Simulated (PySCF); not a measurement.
## Exercise with solution: oscillator strength and radiative lifetime

Ta(F)4(NH2) (F4H2NTa), SMILES [F][Ta]([F])([NH2])([F])[F], multiplicity 1.

Geometry optimised at B3LYP-D3(BJ)/def2-SVP. The spin state was assumed, not searched. The structure was generated by enumeration; whether it is a known compound was not checked. The def2 effective core potentials stand for the cores of Ta; spin–orbit coupling is left out. The values are those of a single conformer.

TDA-CAM-B3LYP/def2-SVPD run with PySCF puts the first singlet state with f over 0.02 at 7.53 eV (vertical), with the transition dipole (0.000, -0.530, 0.000) in atomic units.

### Question
Find the oscillator strength, the wavelength and the radiative lifetime that this transition would have in vacuum if emission retraced absorption.

### Answer

|μ|² = 0.2809 au, so |μ| = 1.35 D. ΔE = 7.53/27.211 = 0.2767 hartree. f = (2/3) ΔE |μ|² = 0.052 (the program prints 0.052).
λ = 1239.84/7.53 = 165 nm; ν = 60734 cm⁻¹.
Einstein's coefficient A = 0.6670 ν² f s⁻¹ (ν in cm⁻¹) = 1.3e8 s⁻¹, so τ = 1/A = 7.8 ns. This state is S4; the lower singlets have f = 0.000, 0.004, 0.012. The figure is the radiative limit of this one transition; relaxation, internal conversion, crossing to triplets and a medium change what is measured.
